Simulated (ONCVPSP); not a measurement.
## u(r) = r·R(r): atom against pseudo-atom (strontium (Sr))

Columns: radius, all-electron u(r) and pseudo u(r) of the 4p shell (level -22.82 eV) of strontium in the configuration [Ar] 3d10 4s2 4p6 5s2; PBE, scalar-relativistic, ONCV scheme, ONCVPSP 4.0.1.

```csv
r (bohr),all-electron,pseudo
0.103,0.2650,0.0121
0.205,-0.1010,0.0475
0.308,-0.4014,0.1053
0.410,-0.4165,0.1820
0.513,-0.2418,0.2752
0.615,0.0053,0.3778
0.718,0.2568,0.4856
0.820,0.4721,0.5897
0.923,0.6425,0.6850
1.025,0.7636,0.7640
1.128,0.8423,0.8237
1.230,0.8832,0.8608
1.332,0.8946,0.8757
1.435,0.8830,0.8702
1.538,0.8545,0.8472
1.640,0.8145,0.8112
1.743,0.7666,0.7655
1.845,0.7150,0.7147
1.948,0.6609,0.6609
2.050,0.6075,0.6074
2.153,0.5548,0.5548
2.255,0.5049,0.5048
2.358,0.4572,0.4572
2.460,0.4132,0.4131
2.562,0.3723,0.3723
2.665,0.3343,0.3343
```

Task: How many radial nodes do the two functions have?

Result: The all-electron 4p function has n − l − 1 = 2; the pseudo-wave has 0, since the states of the same l below it are removed with the core.

Task: At about which radius was the pseudo-wave matched?

Result: 2.05 bohr. The columns agree to 0.0005 from 1.84 bohr on; several derivatives are matched, so the curves merge somewhat inside the radius.

Task: Where does each function peak?

Result: Outermost all-electron maximum near 1.33 bohr, pseudo maximum near 1.33 bohr (to the table’s step).

Task: Is the pseudo-wave norm-conserving?

Result: Yes: the ONCV scheme keeps the norm inside the radius equal to the all-electron one, which fixes the energy derivative of the logarithmic derivative at the level.
